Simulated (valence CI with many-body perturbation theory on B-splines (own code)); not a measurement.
**Sb⁴⁵⁺: calculated level list**

Method: valence CI with perturbative core correlation (CI+MBPT): four valence electrons over a frozen Dirac-Fock core [He], radial functions for each j: 11 s, 11 p, 9 d, 7 f, 5 g, 2 h, 1 i, with the one-electron correlation potential Σ1, the two-electron term Σ2, the three-electron term Σ3, Breit, model QED; selected CI, second order for the rest (own B-spline code, finite nucleus).

The last digits are not significant, and no measured levels were compared; by estimate large intervals hold to a few tenths of a per cent, small ones and those within an open d or f shell to about a per cent. Among the levels kept, up to 280 cm⁻¹ of a level comes from second order outside the variational space, and about a tenth of that is noise between levels of different J, which matters for small intervals.

Levels 46 to 90 of 111, with energies above the lowest level, (2s^2 2p1/2^2) J=0. "Leading %" is the weight of the configuration and term that name the level; weights of strongly mixed levels are sums over their largest components and can fall short. In the jj column 3d3/2^4 stands for four electrons in 3d with j = 3/2.

```tsv
No.	Configuration	Term	J	E (× 10³ cm⁻¹)	Leading %	g	Second component	Leading jj
46	2s2.2p.3p	3D	3	38958	61	1.373	22 % 2s.2p2.3s 3D	2s^2 2p3/2 3p3/2 (61 %)
47	2s.2p2.3s	3P	1	38960	53	1.512	14 % 2s.2p2.3s 5P	2s 2p1/2 2p3/2 3s (76 %)
48	2s2.2p.3p	1P	1	39030	36	1.427	34 % 2s2.2p.3p 3S	2s^2 2p3/2 3p3/2 (74 %)
49	2s2.2p.3p	3P	2	39120	31	1.285	23 % 2s2.2p.3p 1D	2s^2 2p3/2 3p3/2 (54 %)
50	2s2.2p.3p	3D	3	39129	37	1.419	31 % 2s.2p2.3s 3D	2s 2p1/2 2p3/2 3s (59 %)
51	2s2.2p.3p	3P	2	39250	29	1.273	24 % 2s.2p2.3s 3P	2s 2p1/2 2p3/2 3s (58 %)
52	2s.2p2.3p	5P°	1	39259	39	1.898	31 % 2s.2p2.3p 5D°	2s 2p1/2 2p3/2 3p1/2 (99 %)
53	2s2.2p.3p	1S	0	39285	60		24 % 2s2.2p.3p 3P	2s^2 2p3/2 3p3/2 (84 %)
54	2s.2p2.3p	5D°	2	39324	47	1.374	19 % 2s.2p2.3p 3D°	2s 2p1/2 2p3/2 3p1/2 (97 %)
55	2s.2p2.3s	3D	1	39484	66	0.723	20 % 2s.2p2.3s 1P	2s 2p1/2 2p3/2 3s (98 %)
56	2s.2p2.3p	3F°	3	39486	17	1.206	16 % 2s2.2p.3d 3F°	2s 2p1/2 2p3/2 3p1/2 (66 %)
57	2s2.2p.3d	3D°	2	39502	41	1.006	33 % 2s2.2p.3d 1D°	2s^2 2p3/2 3d3/2 (90 %)
58	2s.2p2.3s	3P	1	39516	57	1.568	21 % 2s.2p2.3s 1P	2s 2p1/2 2p3/2 3s (95 %)
59	2s.2p2.3s	1D	2	39527	35	1.203	31 % 2s.2p2.3s 3D	2s 2p1/2 2p3/2 3s (96 %)
60	2s.2p2.3s	3P	0	39530	83		9 % 2s2.2p.3p 1S	2s 2p1/2 2p3/2 3s (82 %)
61	2s2.2p.3d	3P°	1	39569	60	1.119	34 % 2s2.2p.3d 3D°	2s^2 2p3/2 3d3/2 (96 %)
62	2s2.2p.3d	3P°	0	39579	97			2s^2 2p3/2 3d3/2 (97 %)
63	2s2.2p.3d	3F°	3	39581	33	1.179	20 % 2s2.2p.3d 3D°	2s^2 2p3/2 3d3/2 (58 %)
64	2s2.2p.3d	3F°	4	39622	97	1.241		2s^2 2p3/2 3d5/2 (97 %)
65	2s.2p2.3p	3P°	2	39686	37	1.515	20 % 2s.2p2.3p 5S°	2s 2p1/2 2p3/2 3p1/2 (93 %)
66	2s2.2p.3d	3P°	2	39696	47	1.284	28 % 2s2.2p.3d 1D°	2s^2 2p3/2 3d5/2 (88 %)
67	2s2.2p.3d	1F°	3	39796	48	1.162	48 % 2s2.2p.3d 3D°	2s^2 2p3/2 3d5/2 (87 %)
68	2s2.2p.3d	1P°	1	39847	64	1.053	21 % 2s2.2p.3d 3P°	2s^2 2p3/2 3d5/2 (96 %)
69	2s.2p2.3p	3P°	0	39892	43		29 % 2s.2p2.3p 1S°	2s 2p1/2 2p3/2 3p1/2 (91 %)
70	2s.2p2.3p	3D°	1	39893	64	0.866	7 % 2s.2p2.3p 5P°	2s 2p1/2 2p3/2 3p1/2 (92 %)
71	2s.2p2.3p	3F°	2	39895	49	0.898	24 % 2s.2p2.3p 1D°	2s 2p1/2 2p3/2 3p1/2 (98 %)
72	2s.2p2.3p	5D°	3	39908	50	1.507	34 % 2s.2p2.3p 5P°	2s 2p1/2 2p3/2 3p3/2 (98 %)
73	2s.2p2.3p	3P°	1	39960	26	1.607	25 % 2s.2p2.3p 5P°	2s 2p1/2 2p3/2 3p3/2 (94 %)
74	2s.2p2.3p	3D°	2	40037	48	1.445	17 % 2s.2p2.3p 5P°	2s 2p1/2 2p3/2 3p3/2 (97 %)
75	2s.2p2.3p	3P°	0	40119	89		9 % 2s.2p2.3p 5D°	2s 2p1/2 2p3/2 3p3/2 (95 %)
76	2s.2p2.3p	3D°	1	40123	32	1.108	27 % 2s.2p2.3p 1P°	2s 2p1/2 2p3/2 3p1/2 (96 %)
77	2s.2p2.3p	3F°	4	40147	53	1.351	46 % 2s.2p2.3p 5D°	2s 2p1/2 2p3/2 3p3/2 (97 %)
78	2s.2p2.3p	3P°	2	40198	51	1.391	19 % 2s.2p2.3p 1D°	2s 2p1/2 2p3/2 3p3/2 (96 %)
79	2s.2p2.3p	1P°	1	40262	39	1.201	20 % 2s.2p2.3p 3P°	2s 2p1/2 2p3/2 3p3/2 (93 %)
80	2s.2p2.3p	3D°	3	40287	48	1.301	26 % 2s.2p2.3p 1F°	2s 2p1/2 2p3/2 3p3/2 (97 %)
81	2s.2p2.3d	5F	2	40340	45	1.185	16 % 2s.2p2.3d 3P	2s 2p1/2 2p3/2 3d3/2 (98 %)
82	2s.2p2.3d	5D	1	40347	53	1.216	20 % 2s.2p2.3d 5F	2s 2p1/2 2p3/2 3d3/2 (98 %)
83	2s.2p2.3d	5D	0	40349	86		14 % 2s.2p2.3d 3P	2s 2p1/2 2p3/2 3d3/2 (99 %)
84	2s.2p2.3d	5F	3	40389	59	1.233	10 % 2s.2p2.3d 5P	2s 2p1/2 2p3/2 3d3/2 (88 %)
85	2s.2p2.3d	5F	4	40476	56	1.362	32 % 2s.2p2.3d 5D	2s 2p1/2 2p3/2 3d5/2 (93 %)
86	2s.2p2.3p	3D°	2	40534	34	1.323	26 % 2s.2p2.3p 3P°	2s 2p1/2 2p3/2 3p3/2 (89 %)
87	2s.2p2.3p	3F°	3	40571	40	1.160	38 % 2s.2p2.3p 3D°	2s 2p1/2 2p3/2 3p3/2 (98 %)
88	2s.2p2.3d	3F	4	40585	39	1.236	22 % 2s.2p2.3d 5D	2s 2p1/2 2p3/2 3d3/2 (80 %)
89	2s.2p2.3d	3F	3	40606	36	1.314	33 % 2s.2p2.3d 5P	2s 2p1/2 2p3/2 3d3/2 (58 %)
90	2s.2p2.3d	3F	2	40612	27	1.266	23 % 2s.2p2.3d 5D	2s 2p1/2 2p3/2 3d5/2 (96 %)
```

Where two levels of one J and parity lie close, their mixing, g and order are uncertain.
